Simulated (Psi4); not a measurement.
A dimer, C2H3N ··· H3O+ (SMILES CC#N and [OH3+]) (charge +1); the first 6 atoms form monomer A.

```
10

C     -0.4885     0.0009    -0.0056
C      0.9657    -0.0017     0.0111
N      2.1150    -0.0038     0.0244
H     -0.8574    -0.7542    -0.7000
H     -0.8759    -0.2182     0.9895
H     -0.8588     0.9771    -0.3194
O      4.5428     0.0868     0.0034
H      4.9329     0.2675     0.8853
H      3.5623     0.0533     0.0104
H      4.9556    -0.6752    -0.4566
```

Question: What interaction energy does SAPT0/jun-cc-pVDZ, frozen core (Psi4 1.11) give, and which attractive term is the largest?

Answer: Total -166.33 kJ/mol: electrostatics -176.57, exchange 157.28, induction -126.20, dispersion -20.84. The most attractive term is electrostatics.
